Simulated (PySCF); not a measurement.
A structure optimised at PBE-D3(BJ)/def2-SVP, used in a PySCF frequency run:

```
O
C 1 1.4071
H 2 1.1124 1 110.17
H 2 1.1124 3 107.51 1 120.07
H 2 1.1142 3 107.84 4 116.04
Al 1 1.6937 2 135.44 3 -120.78
F 6 1.6658 1 117.98 2 180.00
Br 6 2.2480 7 119.73 1 180.00
```

**Question.** Write its SMILES, formula and point group.

**Answer.** C[O][Al]([F])[Br], CH₃AlBrFO, Cs

**Question.** What are its rotational constants (standard atomic weights)?

**Answer.** 3.0327, 1.5041, 1.0120 GHz
